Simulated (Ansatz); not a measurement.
Reaction (cleavage of the Ge–Si bond): `C[O][Ge]([O]C)([O]C)[Si](Cl)(Cl)Cl` + `C[SeH]` → `C[O][Ge]([O]C)([O]C)[Se]C` + trichlorosilane

Program: Ansatz. Geometries: PBE0-D4/def2-TZVP. ΔE: electronic, gas phase. CCSD(T)/CBS is the MP2 limit (def2-TZVPP, def2-QZVPP) plus CCSD(T) − MP2 in def2-TZVPP, frozen cores. This one scheme is used for every species. DFT in def2-TZVPP. For Ge, Se outer-core shells are correlated without core-valence functions, which leaves a few kJ/mol of doubt a bond. Scalar relativity is left out up to krypton. One conformer a species, not always the lowest.

| level | ΔE (eV) |
| --- | --- |
| BLYP-D4 | -0.49 |
| B97M-V | -0.54 |
| r2SCANh-D4 | -0.61 |
| CCSD(T)/def2-SVP | -0.57 |

(1) What does CCSD(T)/CBS give? (Best estimate.)

Largest T1 diagnostic among the species: 0.012.

Results:

(1) Ansatz gave: -0.65 eV. The listed levels differ from it by 0.16, 0.11, 0.04, 0.08 eV.

Leaving LDA and LC-ωPBE aside and taking each functional with its dispersion term where it has one, the values, not all of them listed here, spread over 0.16 eV, from PBE-QIDH to BLYP-D4. From BLYP to BHLYP (50 % exact exchange), in def2-TZVPP and without D4, ΔE moves by −0.10 eV.
